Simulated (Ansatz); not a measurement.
Ansatz (a first-principles code) input for AsH4Si, SMILES [SiH2][AsH2], multiplicity 2, PBE-D3(BJ)/def2-TZVP. 

Ansatz 0.2 input:
```yaml
crystal:
  periodic: [false, false, false]
  atoms:
    - {symbol: Si, position_ang: [-1.57103379, -0.36378265, -0.13254329]}
    - {symbol: As, position_ang: [0.73478789, 0.17967743, 0.14104470]}
    - {symbol: H, position_ang: [-2.40516937, 0.84584767, 0.08945740]}
    - {symbol: H, position_ang: [-1.93163043, -0.97091273, -1.44122761]}
    - {symbol: H, position_ang: [1.16975856, -1.25978780, -0.11496819]}
    - {symbol: H, position_ang: [0.91351373, 0.54845456, -1.33213081]}
basis:
  gaussian:
    orbitals: def2-TZVP
hamiltonian:
  xc: pbe
  dispersion: d3bj
magnetization: {spin_polarized: true, initial_magnetization: 1}
relax: {f_tol: 0.002, max_steps: 200}
```

Output:

```
WARN ansatz: RAYON_NUM_THREADS=1 ignored (pool sized by the plan → 1); use --threads N
Functional definition: PBE
integrals: 0.04 GiB planned
801 factors; their error is unknown
mean field: 0.34 GiB planned
mean field evaluation 1: about -68768.3984 eV, gradient 1.5e1 eV
mean field evaluation 2: about -68768.8698 eV, gradient 1.3e1 eV
mean field evaluation 4: about -68769.5602 eV, gradient 7.2e-1 eV
mean field evaluation 8: about -68769.5527 eV, gradient 1.1e-1 eV
mean field evaluation 16: about -68769.5528 eV, gradient 4.0e-5 eV
mean field -68769.55278955 eV, -2527.2344513390 hartree, gradient 4.0e-5 eV, S^2 0.753298; 0 other end points of the search recorded, 0 dependent functions left out
the calculation of the forces begins
reference -68769.55282828 eV, -2527.2344527623 hartree; 26, 25 occupied and 83, 84 virtual orbitals, 801 factors
relax step   1: F+E_penalty+E_count = -68769.67303638 eV  Δ(F+E_penalty+E_count) = +0.000e0 eV  max|allowed force component| = 2.806e-1 eV/Å  Δτ_max = 0.0000 Å  (28 SCF iters, accepted)
these checks for a lower state are left out or cut short: starts, cluster_reference, orbital_swaps, neighbouring_geometries, increment
integrals: 0.04 GiB planned
801 factors; their error is unknown
mean field: 0.34 GiB planned
mean field -68769.55798217 eV, -2527.2346421640 hartree, gradient 2.2e-5 eV, S^2 0.753335; 0 other end points of the search recorded, 0 dependent functions left out
the calculation of the forces begins
reference -68769.55802085 eV, -2527.2346435856 hartree; 26, 25 occupied and 83, 84 virtual orbitals, 801 factors
relax step   2: F+E_penalty+E_count = -68769.67831291 eV  Δ(F+E_penalty+E_count) = -5.277e-3 eV  max|allowed force component| = 1.054e-1 eV/Å  Δτ_max = 0.0217 Å  (31 SCF iters, accepted)
these checks for a lower state are left out or cut short: starts, cluster_reference, orbital_swaps, neighbouring_geometries, increment
integrals: 0.04 GiB planned
801 factors; their error is unknown
mean field: 0.34 GiB planned
mean field -68769.55928773 eV, -2527.2346901427 hartree, gradient 1.6e-5 eV, S^2 0.753323; 0 other end points of the search recorded, 0 dependent functions left out
the calculation of the forces begins
reference -68769.55932644 eV, -2527.2346915652 hartree; 26, 25 occupied and 83, 84 virtual orbitals, 801 factors
relax step   3: F+E_penalty+E_count = -68769.67949832 eV  Δ(F+E_penalty+E_count) = -1.185e-3 eV  max|allowed force component| = 1.023e-2 eV/Å  Δτ_max = 0.0125 Å  (31 SCF iters, accepted)
these checks for a lower state are left out or cut short: starts, cluster_reference, orbital_swaps, neighbouring_geometries, increment
integrals: 0.04 GiB planned
801 factors; their error is unknown
mean field: 0.34 GiB planned
mean field evaluation 32: about -68769.5702 eV, gradient 9.2e-2 eV
mean field -68769.55929156 eV, -2527.2346902832 hartree, gradient 6.2e-5 eV, S^2 0.753317; 0 other end points of the search recorded, 0 dependent functions left out
the calculation of the forces begins
reference -68769.55933026 eV, -2527.2346917055 hartree; 26, 25 occupied and 83, 84 virtual orbitals, 801 factors
relax step   4: F+E_penalty+E_count = -68769.67952566 eV  Δ(F+E_penalty+E_count) = -2.734e-5 eV  max|allowed force component| = 5.321e-3 eV/Å  Δτ_max = 0.0029 Å  (22 SCF iters, accepted)
these checks for a lower state are left out or cut short: starts, cluster_reference, orbital_swaps, neighbouring_geometries, increment
integrals: 0.04 GiB planned
801 factors; their error is unknown
mean field: 0.34 GiB planned
mean field -68769.55929373 eV, -2527.2346903632 hartree, gradient 9.5e-6 eV, S^2 0.753317; 0 other end points of the search recorded, 0 dependent functions left out
the calculation of the forces begins
reference -68769.55933243 eV, -2527.2346917852 hartree; 26, 25 occupied and 83, 84 virtual orbitals, 801 factors
relax step   5: F+E_penalty+E_count = -68769.67953033 eV  Δ(F+E_penalty+E_count) = -4.674e-6 eV  max|allowed force component| = 3.869e-3 eV/Å  Δτ_max = 0.0033 Å  (25 SCF iters, accepted)
these checks for a lower state are left out or cut short: starts, cluster_reference, orbital_swaps, neighbouring_geometries, increment
integrals: 0.04 GiB planned
801 factors; their error is unknown
mean field: 0.34 GiB planned
mean field -68769.55929374 eV, -2527.2346903635 hartree, gradient 1.6e-5 eV, S^2 0.753311; 0 other end points of the search recorded, 0 dependent functions left out
the calculation of the forces begins
reference -68769.55933243 eV, -2527.2346917854 hartree; 26, 25 occupied and 83, 84 virtual orbitals, 801 factors
relax step   6: F+E_penalty+E_count = -68769.67953067 eV  Δ(F+E_penalty+E_count) = -3.353e-7 eV  max|allowed force component| = 9.318e-3 eV/Å  Δτ_max = 0.0036 Å  (24 SCF iters, accepted)
these checks for a lower state are left out or cut short: starts, cluster_reference, orbital_swaps, neighbouring_geometries, increment
integrals: 0.04 GiB planned
801 factors; their error is unknown
mean field: 0.34 GiB planned
mean field -68769.55929010 eV, -2527.2346902295 hartree, gradient 1.8e-5 eV, S^2 0.753315; 0 other end points of the search recorded, 0 dependent functions left out
the calculation of the forces begins
reference -68769.55932878 eV, -2527.2346916513 hartree; 26, 25 occupied and 83, 84 virtual orbitals, 801 factors
relax step   7: F+E_penalty+E_count = -68769.67953818 eV  Δ(F+E_penalty+E_count) = -7.513e-6 eV  max|allowed force component| = 9.070e-4 eV/Å  Δτ_max = 0.0020 Å  (24 SCF iters, accepted)
integrals: 0.04 GiB planned
801 factors; their error is unknown
mean field: 0.34 GiB planned
mean field evaluation 64: about -68769.5593 eV, gradient 2.3e-2 eV
mean field -68769.55929010 eV, -2527.2346902295 hartree, gradient 1.8e-5 eV, S^2 0.753315; 1 other end points of the search recorded, 0 dependent functions left out
the calculation of the forces begins
reference -68769.55932878 eV, -2527.2346916513 hartree; 26, 25 occupied and 83, 84 virtual orbitals, 801 factors
Total energy: -68769.67957687 eV, -2527.2391106869 hartree
Atom 0 at    -1.559591    -0.359799    -0.135413 Å, force    -0.000880    -0.000707     0.000371 eV/Å
Atom 1 at     0.740755     0.190390     0.151339 Å, force     0.000551     0.000575     0.000149 eV/Å
Atom 2 at    -2.414491     0.848898     0.101668 Å, force    -0.000122    -0.000631    -0.000697 eV/Å
Atom 3 at    -1.927584    -0.976476    -1.453142 Å, force    -0.000387     0.000907     0.000597 eV/Å
Atom 4 at     1.161449    -1.263244    -0.115415 Å, force     0.000027    -0.000298    -0.000074 eV/Å
Atom 5 at     0.909688     0.539728    -1.339406 Å, force     0.000811     0.000154    -0.000345 eV/Å
Dipole moment:     0.028995    -0.029702    -0.050882 e Å
```

The run converged.

Cost: about 18 core-seconds (a rough figure).
